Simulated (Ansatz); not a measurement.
Species: [W(Cl)(OH)5] (charge 0, multiplicity 1), formula H$_{5}$ClO$_{5}$W.

### Question
How many basis functions does Ansatz (a quantum-chemistry and plane-wave program) with frozen-core CCSD(T)/def2-TZVPP // BP86-D3(BJ)/def2-SVP use, how many core orbitals are frozen, and how many electrons are correlated?

### Answer
323 basis functions and 10 frozen orbitals, which leaves 56 correlated electrons. Core time is of the order of hours.
